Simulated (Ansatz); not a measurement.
Start from `[SiH3][Al]([SiH3])[SiH3]` and change one atom or group to get `F[CH2][Al]([SiH3])[SiH3]`.

Ansatz, PBE0-D4/def2-TZVP geometries, multiplicity 1. Each molecule was computed in one conformer, which needn't be the lowest.

| property | `[SiH3][Al]([SiH3])[SiH3]` |
| --- | --- |
| size of the dipole moment (B3LYP/def2-TZVPP) / D | 0.17 |
| HOMO–LUMO gap (PBE0/def2-TZVPP) / eV | 4.66 |
| HOMO–LUMO gap (B3LYP/def2-TZVPP) / eV | 4.33 |
| LUMO energy (ωB97M-V/def2-TZVPP) / eV | -0.99 |
| LUMO energy (PBE/def2-TZVPP) / eV | -3.36 |
| size of the dipole moment (PBE/def2-TZVPP) / D | 0.14 |

Problem. What does the change do to each property? (Best estimate.)

Solution. The calculation gave: 
```tsv
property	`F[CH2][Al]([SiH3])[SiH3]`	shift
size of the dipole moment (B3LYP/def2-TZVPP) / D	1.39	1.22
HOMO–LUMO gap (PBE0/def2-TZVPP) / eV	5.07	0.41
HOMO–LUMO gap (B3LYP/def2-TZVPP) / eV	4.71	0.38
LUMO energy (ωB97M-V/def2-TZVPP) / eV	-0.63	0.36
LUMO energy (PBE/def2-TZVPP) / eV	-3.00	0.36
size of the dipole moment (PBE/def2-TZVPP) / D	1.23	1.09
```

Dipoles are sizes alone; their direction can turn.

B3LYP here is the variant with VWN-RPA as its local correlation; programs differ in this.
